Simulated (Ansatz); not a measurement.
Wavefunction ladder for `C=C[SiH2]S[SiH](F)F`

```tsv
atom	x (Å)	y (Å)	z (Å)
C1	-1.159	-0.322	-1.555
C2	-0.044	-1.014	-1.342
Si3	0.682	-1.373	0.325
S4	-0.320	-0.295	1.901
Si5	0.162	1.690	1.410
F6	-0.969	2.359	0.521
F7	1.496	1.760	0.554
H8	-1.737	0.101	-0.739
H9	-1.539	-0.144	-2.556
H10	0.494	-1.408	-2.205
H11	2.133	-1.070	0.342
H12	0.484	-2.791	0.719
H13	0.316	2.505	2.625
```

Total charge 0; spin multiplicity 1. The structure was optimised at the PBE0-D4/def2-TZVP level. It is one conformer, not always the lowest. Frozen core, restricted reference, Ansatz. CBS rows extrapolate triple and quadruple zeta; past MP2 they add the triple-zeta difference.

```json
{"basis": "def2-TZVPP", "HF (Eh)": "-1253.84570", "MP2 corr.": "-1.23191"}
{"basis": "def2-QZVPP", "HF (Eh)": "-1253.88839", "MP2 corr.": "-1.33683"}
```

(1) Estimate the CCSD correlation energy and the (T) correction in each basis where they were run (hartree).

Answers

(1) 
```tsv
basis	CCSD corr.	(T)
def2-TZVPP	-1.28597	-0.04989
CBS(def2)	-1.46860	as TZ
```
